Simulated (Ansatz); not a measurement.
A nudged elastic band was laid between two geometries of C2H6Al2 (10 atoms, charge 0, multiplicity 1).

Level of theory: RKS r2SCANh-D4/def2-SVP in Ansatz 0.2.0.

| Quantity | Value |
| --- | --- |
| movable images | 7 |
| climbing image | yes |
| spring | 5.0 eV/Å² |
| optimiser | quadratic models (default) |
| start path | through a guess of the saddle point |
| force threshold | 0.05 eV/Å |
| iteration limit | 60 |
| end points | relaxed |

Image 0:

```xyz
10
Properties=species:S:1:pos:R:3
Al -1.118 2.093 0.075
C -0.181 0.465 -0.464
C 0.180 -0.464 0.463
Al 1.118 -2.093 -0.074
H -1.422 2.248 1.626
H -1.559 3.206 -0.970
H 0.082 0.249 -1.513
H -0.082 -0.249 1.512
H 1.422 -2.251 -1.625
H 1.559 -3.205 0.972
```

Image 8:

```xyz
10
Properties=species:S:1:pos:R:3
Al -0.833 1.674 -0.375
C -0.002 -0.024 0.099
C -0.022 -0.339 1.420
Al 0.855 -1.330 -1.066
H -1.460 2.542 0.804
H -0.893 2.190 -1.876
H 0.412 -1.268 1.827
H -0.474 0.308 2.190
H 0.964 -1.113 -2.636
H 1.453 -2.641 -0.388
```

What changes between the two ends?

Bonds broken: C2–H7, C3–Al4. Bonds formed: C2–Al4, C3–H7.

What energy profile does the band end with?

The forces met the threshold. The highest image is number 3 of 0 to 8, 207.9 kJ/mol above the first end and 215.3 kJ/mol above the last; the last end lies 7.4 kJ/mol below the first. The profile has 2 maxima (images 3, 7) with wells between them (image 6): this band takes more than one step, which may be the mechanism or a detour left from its start path. Neighbouring images differ by up to 2.0 eV, so the band resolves the path poorly. A vibrational analysis at the climbing image gives one clearly imaginary mode, 505i cm⁻¹: a first-order saddle point. The orbitals stay closed-shell, which can raise the energy where a bond breaks towards radicals; this wasn't checked here.

```json
{"image": "0", "path coordinate (Å)": "0.00", "energy (kJ/mol)": "0.0", "C2–H7 (Å)": "1.10", "C3–Al4 (Å)": "1.95", "C2–Al4 (Å)": "2.90"}
{"image": "1", "path coordinate (Å)": "1.89", "energy (kJ/mol)": "20.2", "C2–H7 (Å)": "1.11", "C3–Al4 (Å)": "1.93", "C2–Al4 (Å)": "2.65"}
{"image": "2", "path coordinate (Å)": "3.79", "energy (kJ/mol)": "70.6", "C2–H7 (Å)": "1.13", "C3–Al4 (Å)": "1.93", "C2–Al4 (Å)": "2.37"}
{"image": "3", "path coordinate (Å)": "5.68", "energy (kJ/mol)": "207.9", "C2–H7 (Å)": "1.37", "C3–Al4 (Å)": "1.99", "C2–Al4 (Å)": "2.17"}
{"image": "4", "path coordinate (Å)": "7.89", "energy (kJ/mol)": "14.6", "C2–H7 (Å)": "2.17", "C3–Al4 (Å)": "2.53", "C2–Al4 (Å)": "1.95"}
{"image": "5", "path coordinate (Å)": "10.09", "energy (kJ/mol)": "0.3", "C2–H7 (Å)": "2.16", "C3–Al4 (Å)": "2.78", "C2–Al4 (Å)": "1.95"}
{"image": "6", "path coordinate (Å)": "12.29", "energy (kJ/mol)": "-3.3", "C2–H7 (Å)": "2.17", "C3–Al4 (Å)": "2.85", "C2–Al4 (Å)": "1.95"}
{"image": "7", "path coordinate (Å)": "14.50", "energy (kJ/mol)": "0.5", "C2–H7 (Å)": "2.17", "C3–Al4 (Å)": "2.93", "C2–Al4 (Å)": "1.95"}
{"image": "8", "path coordinate (Å)": "16.70", "energy (kJ/mol)": "-7.4", "C2–H7 (Å)": "2.17", "C3–Al4 (Å)": "2.82", "C2–Al4 (Å)": "1.95"}
```

What is the geometry of the highest image?


```xyz
10
Properties=species:S:1:pos:R:3
Al -1.388 1.325 -0.158
C 0.180 0.512 0.497
C 1.302 -0.225 0.819
Al 0.293 -1.477 -0.355
H -2.706 0.905 0.603
H -1.216 2.291 -1.395
H 1.406 0.588 -0.113
H 2.022 0.096 1.590
H 0.772 -1.514 -1.864
H -0.664 -2.501 0.377
```

Run time: 18 min on 2 threads of Arm Neoverse V1, on a shared host, peak memory 0.22 GiB.
